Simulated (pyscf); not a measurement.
**`[OH][CH][OH]`, doublet**

Gas-phase minimum from PySCF at ωB97X-D3(BJ)/def2-SVP, one conformer. Other isomers of HO–CH•–OH were not searched in full and may lie lower. 

SMILES: O[CH]O
```xyz
6

O     -0.0958    -0.7375    -0.0188
C      1.1430    -0.1419    -0.0363
O      1.6216     0.0834     1.2110
H     -0.4783    -0.6676    -0.9012
H      1.9083    -0.5887    -0.6944
H      0.8713     0.3424     1.7640
```
Charge 0, spin multiplicity 2.

Bond lengths (Å): O1–C2 1.375, O1–H4 0.964, C2–O3 1.355, C2–H5 1.104, O3–H6 0.967. Bond angles (°): C2–O1–H4 108.3, O1–C2–O3 112.3, O1–C2–H5 117.2, O3–C2–H5 111.8, C2–O3–H6 107.3.

Properties at ωB97X-D3(BJ)/def2-SVP:

| Item | Result |
|---|---|
| Harmonic wavenumbers, unscaled | 286, 367, 547, 952, 1102, 1172, 1224, 1371, 1447, 3105, 3855, 3899 cm⁻¹ |
| Zero-point energy | 27.6 kcal/mol |
| Rotational symmetry number | 1 |
| Entropy of this conformer at 298 K and 1 atm, rigid rotor and harmonic oscillator, modes under 100 cm⁻¹ raised to 100 | 267.0 J/(mol K) |
| Dipole moment | 1.66 D |
| Spin expectation value S2 | 0.752 |

Single-point totals, which compare only within one level (frozen core for MP2 and CC):

```tsv
level	total energy (hartree)
ωB97X-D3(BJ)/def2-TZVP	-190.41284
PBE/def2-TZVP	-190.16608
r²SCAN/def2-TZVP	-190.27757
B3LYP-D3(BJ)/def2-TZVP	-190.37973
PBE0-D3(BJ)/def2-TZVP	-190.16899
M06-2X/def2-TZVP	-190.29296
ωB97M-D3(BJ)/def2-TZVP	-190.41139
UHF/def2-TZVPP	-189.37005
MP2/def2-TZVPP	-189.99352
CCSD/def2-TZVPP	-190.00925
CCSD(T)/def2-TZVPP	-190.03233
```

The CCSD(T) − MP2 part came from Ansatz, without density fitting, on the same reference.
